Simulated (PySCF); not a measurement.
Computed data (PySCF 2.14): geometry: GFN2-xTB, NMR shieldings at PBE0/pcSseg-1/GIAO. No solvent, single conformer, no relativistic terms, equivalent nuclei averaged.

Chemical shifts δ = σref − σ; TMS for ¹H (31.72 ppm) and ¹³C (186.93 ppm), all at this level. Shifts are as computed. Against solution values, carbons near 30 ppm lie about +3 ppm off and those near 130 ppm about +5 ppm. Of 1211 compounds with measured shifts, 218 miss one by over three times the rms of a fit or turn the order of signals round; such compounds aren't used in these exercises.

Question: Order these molecules by the shift of their most shielded carbon-bound hydrogen, lowest δ first.
A. N#C[C@@H]1OC[C@@]12CO[C@H]2F
B. CC(=O)P=C(C)C
C. CO/C=C(/C#N)O/C=C/F
D. COCc1cccnc1

Answer: B (2.59 ppm, hydrogen on a methyl carbon), D (3.75 ppm, hydrogen on a methyl carbon bonded to O), C (4.20 ppm, hydrogen on a methyl carbon bonded to O), A (4.79 ppm, hydrogen on an sp3 CH2 bonded to O).

Question: Order these molecules by the shift of their most deshielded carbon-bound hydrogen, lowest δ first.
A. CO/C=C(/C#N)O/C=C/F
B. N#C[C@@H]1OC[C@@]12CO[C@H]2F
C. CC(=O)P=C(C)C
D. COCc1cccnc1

Answer: C (2.81 ppm, hydrogen on a methyl carbon), B (6.08 ppm, hydrogen on an sp3 CH bonded to F and O), A (7.67 ppm, hydrogen on an alkene carbon bearing oxygen), D (8.85 ppm, hydrogen on an aromatic CH next to a ring nitrogen).

Question: How many ¹³C and ¹H signals does each give (equivalence by symmetry and fast rotation, but not about amide C–N or C=N bonds)? `N#C[C@@H]1OC[C@@]12CO[C@H]2F`, `CO/C=C(/C#N)O/C=C/F`, `COCc1cccnc1`, `CC(=O)P=C(C)C`

Answer: N#C[C@@H]1OC[C@@]12CO[C@H]2F: 6 C, 6 H; CO/C=C(/C#N)O/C=C/F: 6 C, 4 H; COCc1cccnc1: 7 C, 6 H; CC(=O)P=C(C)C: 5 C, 3 H.
